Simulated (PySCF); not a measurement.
Isomers of C7H15F, one GFN2-xTB conformer each. Single-point energies are computed at PBE0/pcSseg-1 (PySCF, gas phase, no added dispersion term), electronic only.

| SMILES | GFN2-xTB relative energy (kcal/mol) |
| --- | --- |
| CC(C)C(F)C(C)C | 0.0 |
| CCC(F)(CC)CC | 0.7 |
| CCC(C)(C)CCF | 2.1 |

Conformers: `[CH3:1][CH:2]([CH3:3])[CH:4]([F:5])[CH:6]([CH3:7])[CH3:8]` with C1–C2–C4–F5 -60°, C2–C4–C6–C7 60°; `[CH3:1][CH2:2][C:3]([F:4])([CH2:5][CH3:6])[CH2:7][CH3:8]` with C1–C2–C3–F4 -62°, C2–C3–C5–C6 178°, C2–C3–C7–C8 64°; `[CH3:1][CH2:2][C:3]([CH3:4])([CH3:5])[CH2:6][CH2:7][F:8]` with C1–C2–C3–C4 -177°, C2–C3–C6–C7 -57°, C3–C6–C7–F8 -179°.

Q: What does PBE0/pcSseg-1 give for the same structures?

A: 
```tsv
SMILES	PBE0/pcSseg-1 E (Eh)	PBE0/pcSseg-1 (kcal/mol)	GFN2-xTB (kcal/mol)	point group
CCC(F)(CC)CC	-375.15384	0.0	0.7	Cs
CC(C)C(F)C(C)C	-375.15178	1.3	0.0	C1
CCC(C)(C)CCF	-375.14186	7.5	2.1	C1
```

GFN2-xTB puts CC(C)C(F)C(C)C lowest instead; measured from each level's own lowest isomer, the values differ by up to 5.4 kcal/mol (CCC(C)(C)CCF: 2.1 against 7.5). As drawn, the highest has a quaternary carbon, which the lowest lacks. Neighbours under 2.5 kcal/mol apart (CCC(F)(CC)CC and CC(C)C(F)C(C)C) can change places with a better method, another conformer or zero-point energy.

Q: Which frontier levels, dipoles and rotational constants go with these structures?

A: 
| SMILES | HOMO (eV, PBE0/pcSseg-1) | LUMO (eV) | dipole (D) | A, B, C (MHz) |
| --- | --- | --- | --- | --- |
| CCC(F)(CC)CC | -8.60 | 1.28 | 1.76 | 2415, 1598, 1246 |
| CC(C)C(F)C(C)C | -8.58 | 1.38 | 1.68 | 2877, 1372, 1161 |
| CCC(C)(C)CCF | -8.72 | 1.23 | 2.04 | 2441, 1292, 1078 |
